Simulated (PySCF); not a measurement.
# Fe (iron, neutral) across methods

[Ar] 3d7 4s1, high-spin 5F determinant (an excited configuration). Calculation: PySCF 2.14, in aug-cc-pVDZ-DK (7s6p4d2f, 59 functions); scalar relativity by spin-free X2C-1e.

```tsv
method	E (hartree)	mean ε 3d α (eV)	mean ε 3d β (eV)	mean ε 4s α (eV)	Σ⟨r²⟩ (bohr²)	⟨S²⟩
UHF	-1271.26797	-11.894	-8.448	-6.369	35.20	6.005
r2SCAN	-1272.566	-4.814	-2.512	-5.009	34.77	6.003
r2SCANh	-1272.549	-5.536	-3.144	-5.200	34.62	6.003
M06	-1272.538	-7.078	-3.999	-5.342	34.94	6.036
BHandHLYP	-1272.549	-8.334	-5.730	-5.622	34.66	6.007
HSE06	-1272.390	-6.058	-3.661	-4.932	34.77	6.002
PBE	-1272.368	-4.655	-2.500	-4.759	35.36	6.003
PBE0	-1272.370	-6.481	-4.044	-5.254	34.81	6.003
```

Estimate the same row for LDA.

E (hartree) = -1270.052; mean ε 3d α (eV) = -4.888; mean ε 3d β (eV) = -2.515; mean ε 4s α (eV) = -4.954; Σ⟨r²⟩ (bohr²) = 35.13; ⟨S²⟩ = 6.005.
